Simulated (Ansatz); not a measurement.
CH6Si2, SMILES `C[SiH]=[SiH2]` (charge 0, multiplicity 1).

Cartesian coordinates (Å):
SMILES: C[SiH]=[SiH2]
```xyz
9

C      1.5675    -0.2210     0.1570
Si    -0.0419     0.6819    -0.1390
Si    -1.9730    -0.2447    -0.0413
H      1.4132    -1.2993     0.0971
H      1.9772     0.0215     1.1401
H      2.3053     0.0638    -0.5972
H      0.0480     2.1518     0.0468
H     -3.1824     0.5447    -0.3697
H     -2.1139    -1.6987    -0.2938
```
Charge 0, multiplicity 1.

Frozen-core energies in 6-31g from Ansatz (an electronic-structure program) at a geometry from PBE0-D3(BJ)/def2-TZVP; the HF reference has <S^2> = 0.00 (restricted, and unstable towards unrestricted orbitals) and the T1 diagnostic is 0.012.

```tsv
level	energy (Ha)	difference from CCSDT(Q) (mHa)
HF	-619.04157	256.91
MP2	-619.24516	53.32
CCSD	-619.29121	7.27
CCSD(T)	-619.29715	1.33
CCSDT	-619.29803	0.45
CCSDT(Q)	-619.29848	0.00
```
